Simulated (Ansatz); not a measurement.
Other settings, tried on the cluster Tl2F.

```yaml
crystal:
  periodic: [false, false, false]
  atoms:
    - {symbol: Tl, position_ang: [-1.361392, -1.118066, -0.108382]}
    - {symbol: Tl, position_ang: [1.315811, 0.573030, 1.027364]}
    - {symbol: F, position_ang: [0.045580, 0.545036, -0.918992]}
basis:
  gaussian: {orbitals: def2-SVPD}
magnetization: {spin_polarized: true, initial_magnetization: 1}
hamiltonian: {xc: {name: B2GP-PLYP}}
```

```sh
$ ansatz run in.yaml --threads 4 --pin off --events-out ev --progress --plain --max-ram 3916MiB
```

Output, abridged:

```
Functional definition: B2GP-PLYP
1081 factors; integrals over basis functions are off by at most 1.1e-4 eV
mean field evaluation 1: about -12074.4049 eV, gradient 2.8e1 eV
mean field evaluation 2: about -12074.4442 eV, gradient 2.8e1 eV
mean field evaluation 4: about -12077.3346 eV, gradient 1.1e0 eV
mean field evaluation 8: about -12077.3541 eV, gradient 6.3e-2 eV
mean field evaluation 16: about -12077.3542 eV, gradient 1.9e-4 eV
mean field evaluation 32: about -12077.3528 eV, gradient 2.3e-1 eV
mean field -12077.35415849 eV, -443.8345790000 hartree, gradient 7.5e-6 eV, S^2 0.757885; 4 other end points of the search recorded, 0 dependent functions left out
9 core orbitals not correlated: weight in the atoms' cores, before any rotation towards them, 1.000 or more for the frozen orbitals, at most 0.000 for the correlated occupied ones
reference -12077.35425885 eV, -443.8345826881 hartree; 17, 16 occupied and 61, 62 virtual orbitals, 1081 factors
second order -11.10322746 eV of doubles, -0.00000000 eV of singles
Total energy: -12081.35142074 eV, -443.9814756780 hartree
```

Hardware: 4 threads of Arm Neoverse V2 on a shared host. Wall time 2.9 s.

In the def2 sets Tl takes a core potential; there is no spin–orbit coupling. Correlated methods freeze 9 core orbitals; core or outer-core shells of Tl are correlated, in sets that lack core-valence functions.
